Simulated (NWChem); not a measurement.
Molecule: InHClF; SMILES [F][InH][Cl]

All runs: NWChem. Medium grid unless said otherwise, to which SCAN and Minnesota functionals are sensitive. The geometry was optimised at PBE-D3(BJ)/def2-SVP. def2 effective core potentials on In; no spin-orbit coupling. Hybrids' shares of exact exchange are those that their runs print; pure functionals count as 0. The functionals differ in more than this share.

```csv
row,share of exact exchange,highest occupied level (eV)
PBE/def2-SVP,0.00,-7.37
N12/def2-SVP,0.00,-7.23
B3LYP/def2-SVP,0.20,-8.49
PBE0/def2-SVP,0.25,-8.83
M06-2X/def2-SVP,0.54,withheld
```

Fit a straight line of the last column on the one before it, predict the withheld value, and compare with the run.


1. Means of the 4 shown rows: x = 0.113, y = -7.980. Slope Σ(x − x̄)(y − ȳ)/Σ(x − x̄)² = -0.3145/0.05188 = -6.063; intercept -7.298.
2. The shown rows scatter about the line by 0.051 (root mean square); the largest residual is -0.07, at PBE/def2-SVP.
3. At x = 0.54 (M06-2X/def2-SVP; beyond the shown range) the line gives -10.57.
4. The run gives -10.19, +0.38 from the line, 7.4 times the scatter.
